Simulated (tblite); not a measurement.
C5H10BFS2.
Numbering: `[CH3:1][C@@H:2]([CH2:3][F:4])[C@@H:5]1[CH2:6][S:7][BH:8][S:9]1` (hydrogens: H10, H11, H12 on C1; H13 on C2; H14, H15 on C3; H16 on C5; H17, H18 on C6; H19 on B8)

Computed with GFN2-xTB (tblite), gas phase: L-BFGS steps from a force-field or distance-geometry start until the largest atomic force falls under 0.01 eV/Å.

The end geometry, which sets the zero of energy:
```
atom  x, y, z in Å
C1     -1.5460   -0.3534   -1.3932
C2     -0.8435    0.3482   -0.2333
C3     -1.7724    0.3463    0.9818
F4     -1.3649    1.2502    1.9325
C5      0.4923   -0.3325    0.0818
C6      1.2116    0.2783    1.2686
S7      2.9825   -0.2096    1.2797
B8      3.1361   -0.3338   -0.4811
S9      1.6205   -0.2419   -1.3946
H10    -0.9011   -0.3671   -2.2666
H11    -2.4661    0.1648   -1.6497
H12    -1.7872   -1.3795   -1.1241
H13    -0.6445    1.3904   -0.5050
H14    -1.8019   -0.6346    1.4678
H15    -2.7840    0.6456    0.6904
H16     0.3294   -1.4035    0.2457
H17     0.7830   -0.0481    2.2141
H18     1.1847    1.3684    1.2246
H19     4.1618   -0.4788   -1.0067
```

Question: These geometries come from the run, each turned onto the end geometry. Order them by energy, lowest first.
A.
```
atom  x, y, z in Å
C1     -1.5544   -0.4166   -1.3567
C2     -0.8147    0.3516   -0.2609
C3     -1.7614    0.4810    0.9348
F4     -1.2559    1.2769    1.9337
C5      0.4864   -0.3916    0.0856
C6      1.2020    0.1436    1.3173
S7      3.0166   -0.0980    1.2542
B8      3.1485   -0.1960   -0.5103
S9      1.6180   -0.3076   -1.3882
H10    -0.9305   -0.5081   -2.2402
H11    -2.4827    0.0761   -1.6318
H12    -1.7927   -1.4158   -0.9985
H13    -0.5577    1.3577   -0.6112
H14    -1.9688   -0.4965    1.3815
H15    -2.7020    0.9499    0.6257
H16     0.2574   -1.4552    0.2073
H17     0.8558   -0.3608    2.2190
H18     1.0506    1.2185    1.4281
H19     4.1758   -0.1996   -1.0567
```
B.
```
atom  x, y, z in Å
C1     -1.5521   -0.3744   -1.3849
C2     -0.8424    0.3417   -0.2362
C3     -1.7683    0.3778    0.9808
F4     -1.3553    1.3136    1.8979
C5      0.4930   -0.3433    0.0767
C6      1.2068    0.2323    1.2841
S7      2.9860   -0.2267    1.2721
B8      3.1414   -0.2868   -0.4909
S9      1.6227   -0.1984   -1.3971
H10    -0.8766   -0.4788   -2.2299
H11    -2.4243    0.1888   -1.7087
H12    -1.8728   -1.3665   -1.0723
H13    -0.6377    1.3774   -0.5274
H14    -1.8016   -0.5855    1.5003
H15    -2.7801    0.6698    0.6829
H16     0.3330   -1.4193    0.2078
H17     0.7904   -0.1418    2.2170
H18     1.1606    1.3221    1.2864
H19     4.1677   -0.3926   -1.0258
```
C.
```
atom  x, y, z in Å
C1     -1.5702   -0.4507   -1.3465
C2     -0.7823    0.2526   -0.2348
C3     -1.7682    0.5489    0.8980
F4     -1.1926    1.2737    1.9124
C5      0.4992   -0.5285    0.1388
C6      1.2099    0.0525    1.3607
S7      3.0543   -0.1604    1.2745
B8      3.1385   -0.0626   -0.4977
S9      1.6055   -0.3153   -1.3504
H10    -1.0055   -0.4650   -2.2737
H11    -2.5168    0.0520   -1.5476
H12    -1.7882   -1.4814   -1.0781
H13    -0.4315    1.2135   -0.6192
H14    -2.1408   -0.3713    1.3572
H15    -2.6053    1.1710    0.5389
H16     0.2717   -1.5980    0.2553
H17     0.8293   -0.3378    2.3119
H18     1.0672    1.1375    1.3801
H19     4.1162    0.0787   -1.1469
```
D.
```
atom  x, y, z in Å
C1     -1.5754   -0.4354   -1.3447
C2     -0.8004    0.3003   -0.2497
C3     -1.7668    0.5113    0.9216
F4     -1.2452    1.2777    1.9348
C5      0.5048   -0.4415    0.0944
C6      1.2093    0.1100    1.3258
S7      3.0296   -0.0539    1.2534
B8      3.1473   -0.1407   -0.5117
S9      1.6217   -0.3199   -1.3856
H10    -0.9911   -0.4877   -2.2575
H11    -2.5066    0.0839   -1.5570
H12    -1.8052   -1.4495   -1.0278
H13    -0.5206    1.2920   -0.6207
H14    -2.0804   -0.4341    1.3746
H15    -2.6391    1.0638    0.5542
H16     0.3261   -1.5143    0.2128
H17     0.8799   -0.4101    2.2248
H18     1.0300    1.1791    1.4383
H19     4.1723   -0.1219   -1.0474
```
E.
```
atom  x, y, z in Å
C1     -1.4802   -0.4749   -1.3641
C2     -0.7925    0.2724   -0.2351
C3     -1.7390    0.5833    0.9181
F4     -1.0797    1.2296    1.9344
C5      0.4251   -0.5710    0.1648
C6      1.2617    0.0022    1.2924
S7      2.9935   -0.5875    1.2079
B8      2.9668   -0.0705   -0.5150
S9      1.5233   -0.5520   -1.3902
H10    -0.8394   -0.4241   -2.2341
H11    -2.4493   -0.0668   -1.6187
H12    -1.5971   -1.5222   -1.1054
H13    -0.4345    1.2401   -0.6046
H14    -2.1914   -0.3017    1.3660
H15    -2.5194    1.2796    0.5857
H16     0.0917   -1.5869    0.4059
H17     0.8424   -0.2374    2.2645
H18     1.2954    1.0929    1.2036
H19     3.7129    0.7042   -0.9435
```

Answer: B (0.004 eV), A (0.044 eV), D (0.075 eV), C (0.190 eV), E (0.769 eV).

In the order of the answer:

```json
{"step": "56", "E above end (eV)": "0.004", "largest force (eV/Å)": "0.04", "rms force component (eV/Å)": "0.013", "rms distance from end (Å)": "0.062", "rms bond change (Å)": "0.001", "bond most changed (Å)": "C5–S9 +0.002"}
{"step": "35", "E above end (eV)": "0.044", "largest force (eV/Å)": "0.16", "rms force component (eV/Å)": "0.040", "rms distance from end (Å)": "0.178", "rms bond change (Å)": "0.003", "bond most changed (Å)": "C2–C5 +0.006"}
{"step": "26", "E above end (eV)": "0.075", "largest force (eV/Å)": "0.18", "rms force component (eV/Å)": "0.057", "rms distance from end (Å)": "0.229", "rms bond change (Å)": "0.004", "bond most changed (Å)": "C2–C5 +0.008"}
{"step": "15", "E above end (eV)": "0.190", "largest force (eV/Å)": "0.53", "rms force component (eV/Å)": "0.158", "rms distance from end (Å)": "0.284", "rms bond change (Å)": "0.009", "bond most changed (Å)": "C6–S7 +0.022"}
{"step": "4", "E above end (eV)": "0.769", "largest force (eV/Å)": "0.74", "rms force component (eV/Å)": "0.198", "rms distance from end (Å)": "0.428", "rms bond change (Å)": "0.013", "bond most changed (Å)": "C5–S9 +0.044"}
```

What follows is the cost of the whole relaxation. The run took 0.72 s on one thread of an Arm Neoverse V2, no GPU, on a shared host.
